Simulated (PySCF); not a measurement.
Input file for PySCF: D3(BJ) and D4 dispersion corrections on C2H11NSi2 (SMILES C[SiH](C)N[SiH3]).

```python
from pyscf import gto
from pyscf.dispersion import dftd3, dftd4

mol = gto.M(
    atom='''
    Si   -0.60783810   -0.40252999   -0.53052940
    N     1.00210186   -0.79663637    0.04140085
    Si    2.37120788    0.24680970    0.30928957
    C    -0.74291060    1.47149683   -0.60041876
    C    -1.90805372   -1.13809355    0.61356755
    H    -0.83309478   -0.96438426   -1.90157505
    H     1.20296547   -1.78785329    0.15444330
    H     2.86335516    0.91235924   -0.93686683
    H     2.05539361    1.33633991    1.28066453
    H     3.47438182   -0.59208575    0.86177678
    H    -0.61656404    1.91701961    0.39953537
    H     0.01525111    1.91045012   -1.26922059
    H    -1.73360163    1.76831242   -0.98095555
    H    -1.80411622   -2.23363274    0.68375521
    H    -1.81340365   -0.72360073    1.63040052
    H    -2.92507416   -0.92407118    0.24493251
    ''',
    basis='def2-svp',
    charge=0, spin=0, verbose=0, max_memory=1800)
d3, d4 = {}, {}
for xc in ['hf', 'pbe', 'blyp', 'revpbe', 'tpss', 'r2scan', 'b3lyp', 'pbe0', 'bhlyp', 'camb3lyp', 'b2plyp']:
    d3[xc] = float(dftd3.DFTD3Dispersion(mol, xc=xc, version='d3bj', atm=False).get_dispersion()['energy'])
    print(f'D3(BJ) {xc:10s} {d3[xc]:14.8f} Eh')
for xc in ['hf', 'pbe', 'blyp', 'revpbe', 'tpss', 'r2scan', 'b3lyp', 'pbe0', 'bhlyp', 'camb3lyp', 'b2plyp']:
    d4[xc] = float(dftd4.DFTD4Dispersion(mol, xc={'camb3lyp': 'cam-b3lyp'}.get(xc, xc), atm=True).get_dispersion()['energy'])
    print(f'D4     {xc:10s} {d4[xc]:14.8f} Eh')
```

It printed:

```
D3(BJ) hf            -0.09937376 Eh
D3(BJ) pbe           -0.01391086 Eh
D3(BJ) blyp          -0.02972058 Eh
D3(BJ) revpbe        -0.03351629 Eh
D3(BJ) tpss          -0.01780267 Eh
D3(BJ) r2scan        -0.00419049 Eh
D3(BJ) b3lyp         -0.02449779 Eh
D3(BJ) pbe0          -0.01242419 Eh
D3(BJ) bhlyp         -0.01970319 Eh
D3(BJ) camb3lyp      -0.01173034 Eh
D3(BJ) b2plyp        -0.01181789 Eh
D4     hf            -0.04550184 Eh
D4     pbe           -0.01367488 Eh
D4     blyp          -0.02944250 Eh
D4     revpbe        -0.03967031 Eh
D4     tpss          -0.01838269 Eh
D4     r2scan        -0.00357430 Eh
D4     b3lyp         -0.02185024 Eh
D4     pbe0          -0.01169003 Eh
D4     bhlyp         -0.01685155 Eh
D4     camb3lyp      -0.01191691 Eh
D4     b2plyp        -0.00960794 Eh
```

The run finished.

Cost: around 0.05 core-seconds (rough).
